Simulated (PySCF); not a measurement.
Isomers of [C8H5S]- (charge -1), one GFN2-xTB conformer each. Single-point energies are computed at PBE0/pcSseg-1 (PySCF, gas phase, no added dispersion term), electronic only.

```csv
SMILES,GFN2-xTB relative energy (kJ/mol)
C#Cc1ccccc1[S-],13.3
C#Cc1ccc([S-])cc1,0.0
```

**Question.** What does PBE0/pcSseg-1 give for the same structures?

**Answer.** 
| SMILES | PBE0/pcSseg-1 E (Eh) | PBE0/pcSseg-1 (kJ/mol) | GFN2-xTB (kJ/mol) | point group |
| --- | --- | --- | --- | --- |
| C#Cc1ccc([S-])cc1 | -705.47816 | 0.0 | 0.0 | C2v |
| C#Cc1ccccc1[S-] | -705.47023 | 20.8 | 13.3 | Cs |

Both levels put the same isomer lowest. Neighbours under 21 kJ/mol apart (C#Cc1ccc([S-])cc1 and C#Cc1ccccc1[S-]) can change places with a better method, another conformer or zero-point energy.

**Question.** As an exercise, what shares would exp(−E/RT) give at 1000 K from these electronic energies alone (no entropy, no degeneracies)?

**Answer.** RT = 8.314 kJ/mol: C#Cc1ccc([S-])cc1 92.4 %, C#Cc1ccccc1[S-] 7.6 %.
